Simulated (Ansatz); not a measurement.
`COBO[SiH3]` → `COBO` + `[SiH2]`  (silylene loss)

Calculated with Ansatz (gas phase, PBE0-D4/def2-TZVP geometries, no zero-point term in ΔE). CCSD(T)/CBS adds triple-zeta CCSD(T) − MP2 to the extrapolated MP2 energy (def2 sets, frozen cores). This one scheme is used for every species. DFT in def2-TZVPP. One conformer a species, not always the lowest.

CCSD(T)/CBS gives +3.35 eV.

**Question.** Another level gave +2.99 eV. Which?
A. CAM-B3LYP-D4/def2-TZVPP
B. RPA@PBE/def2-TZVPP
C. revPBE/def2-TZVPP
D. r2SCAN0-D4/def2-TZVPP

**Answer.** C. revPBE 2.99, r2SCAN0-D4 3.56, CAM-B3LYP-D4 3.42, RPA@PBE/def2-TZVPP 3.10 eV.

**Question.** What do rigid-rotor, harmonic-oscillator terms from PBE0-D4/def2-TZVP frequencies (298.15 K, 1 bar) make of the CCSD(T)/CBS value? (Best estimate.)

**Answer.** The calculation gave: ΔZPE = -0.10 eV, ΔH = +3.29 eV, ΔS = 148 J/(mol·K), ΔG = +2.83 eV.

Largest T1 diagnostic among the species: 0.014.

From BLYP to BHLYP (50 % exact exchange), in def2-TZVPP and without D4, ΔE moves by +0.36 eV. At CCSD(T), def2-SVP lies −0.27 eV from the extrapolated value and def2-TZVPP −0.07 eV.

CCSD(T)/CBS has its own doubt, a few kJ/mol and more with outer-core shells, so smaller differences from it don't rank the levels.
